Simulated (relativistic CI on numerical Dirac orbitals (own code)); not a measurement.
# Magnetism of Ag3+, 4d8, in a crystal field

Calculated by Dirac-Coulomb-Breit CI, orbitals from a KLI potential per configuration, QED by a radiative potential, one configuration in a parametric crystal field, unscaled Slater integrals (own radial code). With so little scaling, terms lie 10 to 35 % too far apart, which can change the order of excited levels.

Field parameters in Wybourne normalisation: Oh B⁴₀ = 21Dq, B⁴₄ = √(5/14) B⁴₀. The field is a parameter set, without covalency.

S is read from ⟨S²⟩ = S(S + 1).

Powder χT (cm³ K mol⁻¹) by Van Vleck's formula, with temperature-independent terms:

| Field | 2 K | 5 K | 10 K | 20 K | 50 K | 100 K | 200 K | 300 K |
| --- | --- | --- | --- | --- | --- | --- | --- | --- |
| Oh, 10Dq = 6000 cm⁻¹ | 2.04 | 2.04 | 2.04 | 2.04 | 2.05 | 2.07 | 2.1 | 2.13 |
| Oh, 10Dq = 10750 cm⁻¹ | 1.67 | 1.67 | 1.67 | 1.67 | 1.67 | 1.68 | 1.7 | 1.72 |
| Oh, 10Dq = 15550 cm⁻¹ | 1.48 | 1.48 | 1.48 | 1.48 | 1.48 | 1.49 | 1.5 | 1.52 |
| Oh, 10Dq = 20350 cm⁻¹ | 1.37 | 1.37 | 1.37 | 1.37 | 1.38 | 1.38 | 1.39 | 1.4 |
| Oh, 10Dq = 25100 cm⁻¹ | 1.3 | 1.3 | 1.3 | 1.3 | 1.31 | 1.31 | 1.32 | 1.33 |
| Oh, 10Dq = 29900 cm⁻¹ | 1.26 | 1.26 | 1.26 | 1.26 | 1.26 | 1.26 | 1.27 | 1.28 |
| Oh, 10Dq = 34700 cm⁻¹ | 1.22 | 1.22 | 1.22 | 1.22 | 1.22 | 1.23 | 1.23 | 1.24 |
| Oh, 10Dq = 39500 cm⁻¹ | 1.2 | 1.2 | 1.2 | 1.2 | 1.2 | 1.2 | 1.21 | 1.21 |

**Question.** For Oh, 10Dq = 34700 cm⁻¹: what effective moment follows at 300 K?

**Answer.** μ_eff = √(8χT) = 3.15 μB. The ground level has S = 1.00; the spin-only moment for S = 1 is 2.83 μB. The difference comes from the orbital moment, spin-orbit mixing of terms and temperature-independent paramagnetism, all larger in this ionic model than in covalent complexes.
